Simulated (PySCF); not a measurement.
# [La(NH2)2]+: from a saddle point downhill

PySCF 2.14.0, RKS PBE0, La def2-SVP with ECP46, N def2-SVP, H def2-SVP; non-relativistic Hamiltonian with scalar-relativistic core potentials where named; density fitting; no spin-orbit coupling. Relaxed within the symmetry of its start, the geometry (C2v) is

```xyz
7

La    0.0000    0.0000   -0.2539
N     1.8062    0.0000    1.0404
H     2.2024   -0.8121    1.5217
H     2.2024    0.8121    1.5217
N    -1.8062    0.0000    1.0404
H    -2.2024    0.8121    1.5217
H    -2.2024   -0.8121    1.5217
```

and its lowest harmonic modes are -421, -394, 142, 318, 346, 494 cm⁻¹ (negative: unstable). It was moved along the lowest mode and relaxed again, within the group Cs that the move left.

(1) Where does it end, and how much lower?

(2) How do the contacts change?

No frequency check is given for the end, and other unstable modes may remain.

State: singlet.

Answers

(1) In C2v, 0.550 eV lower, after 18 steps:
```xyz
7

La    0.0000    0.7758   -0.0018
N     1.7531    0.0266    1.1028
H     1.7024   -0.5491    1.9480
H     2.7484    0.1565    0.9069
N    -1.7531    0.0266    1.1028
H    -2.7484    0.1565    0.9069
H    -1.7024   -0.5491    1.9480
```

(2) 
```json
{"contact": "La1–N2 (NH2)", "saddle (Å)": "2.222", "end (Å)": "2.203"}
{"contact": "La1–N5 (NH2)", "saddle (Å)": "2.222", "end (Å)": "2.203"}
```
